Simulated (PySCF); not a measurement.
F2H2NNbO, multiplicity 1. Atoms are numbered in the order given.

```xyz
7

Nb     0.0159     0.0076     0.0000
N     -0.0603     1.7539     0.0000
H     -0.0608     2.7702     0.0000
F      0.9154    -0.5461     1.5594
F      0.9154    -0.5461    -1.5594
O     -1.7534    -0.6619     0.0000
H     -2.6194    -0.2357     0.0000
```
Charge 0, spin multiplicity 1.

Geometry: B3LYP-D3(BJ)/def2-SVP. The multiplicity is an assumed one; no other spin state was optimised. The structure was generated by enumeration; whether it is a known compound was not checked. The def2 effective core potentials stand for the cores of Nb; spin–orbit coupling is left out. One conformer was computed; it need not be the lowest.

These are PySCF 2.14.0 with TDDFT-PBE/def2-SVPD values and carry that method's errors.

Vertical excitations.  State labels are in the subgroup Cs.

Q: List the lowest excited states. (An estimate is asked for; the answer gives what the named calculation found.)

A: 
| state | symmetry | energy (eV) | λ (nm) | f | main pairs |
|---|---|---|---|---|---|
| S1 | A" | 4.87 | 254 | 0.001 | HOMO→LUMO 90 % |
| S2 | A' | 5.11 | 242 | 0.001 | HOMO→LUMO+1 59 %, HOMO−1→LUMO 40 % |
| S3 | A" | 5.20 | 238 | 0.001 | HOMO−1→LUMO+1 90 % |
| S4 | A' | 5.32 | 233 | 0.020 | HOMO−1→LUMO 49 %, HOMO→LUMO+1 32 %, HOMO→LUMO+5 8 %, HOMO−1→LUMO+3 7 % |
| S5 | A" | 5.95 | 208 | 0.014 | HOMO→LUMO+3 61 %, HOMO→LUMO+2 38 % |
| S6 | A" | 6.09 | 203 | 0.012 | HOMO→LUMO+2 58 %, HOMO→LUMO+3 36 % |
| S7 | A' | 6.14 | 202 | 0.015 | HOMO−1→LUMO+2 68 %, HOMO−1→LUMO+3 26 % |
| S8 | A' | 6.29 | 197 | 0.007 | HOMO−1→LUMO+3 53 %, HOMO−1→LUMO+2 25 %, HOMO→LUMO+5 16 % |
| S9 | A" | 6.41 | 193 | 0.004 | HOMO−2→LUMO 96 % |
| S10 | A" | 6.44 | 193 | 0.000 | HOMO→LUMO+4 86 % |
| T1 | A' | 4.44 | 280 | 0 | HOMO−1→LUMO 55 %, HOMO→LUMO+1 37 % |
| T2 | A" | 4.58 | 271 | 0 | HOMO→LUMO 87 % |
| T3 | A' | 4.65 | 267 | 0 | HOMO→LUMO+1 58 %, HOMO−1→LUMO 39 % |
| T4 | A" | 4.91 | 253 | 0 | HOMO−1→LUMO+1 87 % |
Triplets are in the Tamm–Dancoff approximation, which puts them higher than full response would, so one can lie above its singlet here.
